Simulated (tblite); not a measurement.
Species: C₅H₅F₃.
Bonds: F1–C2, C2–C3, C3–C4 (triple), C4–C5, C5–C6, C6–F7, C6–F8. Hydrogens: H9, H10 on C2; H11, H12 on C5; H13 on C6.

Computed with GFN2-xTB (tblite), gas phase: L-BFGS steps from a force-field or distance-geometry start until the largest atomic force falls under 0.01 eV/Å.

Step 0: E = -745.2692 eV
```
atom  x, y, z in Å  |  force x, y, z in eV/Å
F1      2.9677    1.5324   -0.4381    0.309   0.698  -0.146
C2      2.7557    0.2170   -0.2001   -0.123  -0.535   0.471
C3      1.3354   -0.0648   -0.2786   -1.326  -0.518  -0.077
C4      0.1461   -0.2736   -0.3642    0.470   0.079   0.119
C5     -1.2994   -0.5432   -0.4435    0.820  -0.029  -0.723
C6     -2.0932    0.2439    0.5772    0.246  -0.174   0.188
F7     -1.9055   -0.2871    1.8113   -0.063   0.092   0.090
F8     -3.4091    0.1357    0.3129   -0.299   0.023  -0.008
H9      3.3332   -0.3616   -0.9287   -0.072  -0.009  -0.171
H10     3.1462   -0.0088    0.8112   -0.160   0.097  -0.156
H11    -1.4927   -1.6135   -0.3167    0.099   0.054   0.182
H12    -1.6571   -0.2839   -1.4525    0.077   0.103   0.213
H13    -1.8317    1.3079    0.6206    0.021   0.118   0.018
```

Step 1: E = -745.2817 eV
```
atom  x, y, z in Å  |  force x, y, z in eV/Å
F1      2.9721    1.5424   -0.4402    0.132   0.060  -0.012
C2      2.7540    0.2094   -0.1934   -0.483  -0.052   0.009
C3      1.3164   -0.0722   -0.2797    2.248   0.171   0.182
C4      0.1529   -0.2724   -0.3625   -2.401  -0.433  -0.139
C5     -1.2877   -0.5436   -0.4538    0.438  -0.038  -0.166
C6     -2.0897    0.2414    0.5799    0.170  -0.107  -0.049
F7     -1.9064   -0.2858    1.8126   -0.038   0.052   0.070
F8     -3.4134    0.1361    0.3128   -0.024   0.006   0.013
H9      3.3322   -0.3617   -0.9311   -0.154   0.030  -0.077
H10     3.1439   -0.0074    0.8090   -0.116   0.051   0.039
H11    -1.4913   -1.6127   -0.3142    0.162   0.098   0.114
H12    -1.6560   -0.2825   -1.4495    0.063   0.142   0.001
H13    -1.8314    1.3095    0.6208    0.003   0.021   0.017
```

**Question.** Estimate the geometry and energy of step 2. (The exact step hangs on the optimiser's Hessian estimate; all steps are aligned on step 1, rigid shifts and turns removed.)

**Answer.** E = -745.3020 eV, largest force 0.860 eV/Å
```
atom  x, y, z in Å  |  force x, y, z in eV/Å
F1      2.9761    1.5495   -0.4417    0.046  -0.276   0.064
C2      2.7487    0.2039   -0.1889   -0.166   0.293  -0.269
C3      1.3230   -0.0756   -0.2789   -0.448  -0.262   0.007
C4      0.1369   -0.2754   -0.3626    0.851   0.122   0.036
C5     -1.2762   -0.5442   -0.4621   -0.432  -0.140   0.196
C6     -2.0859    0.2389    0.5813    0.036  -0.015  -0.165
F7     -1.9073   -0.2845    1.8141   -0.014   0.021   0.033
F8     -3.4164    0.1363    0.3128    0.192  -0.011   0.025
H9      3.3302   -0.3616   -0.9334   -0.188   0.067   0.007
H10     3.1415   -0.0061    0.8079   -0.054   0.024   0.167
H11    -1.4890   -1.6114   -0.3115    0.169   0.087   0.053
H12    -1.6548   -0.2803   -1.4475    0.014   0.155  -0.165
H13    -1.8312    1.3108    0.6211   -0.006  -0.065   0.009
```

The energy changes by -0.0203 eV. The first-order estimate −F·Δx gives -0.0676 eV and the mean of the old and new forces, exact on a quadratic surface, -0.0208 eV. The step makes an angle of 44° with the force vector and moves no atom by more than 0.016 Å.

The cost below is that of the whole relaxation. The run took 0.3 s of wall time on an Arm Neoverse N1 with one thread, no GPU, shared host.
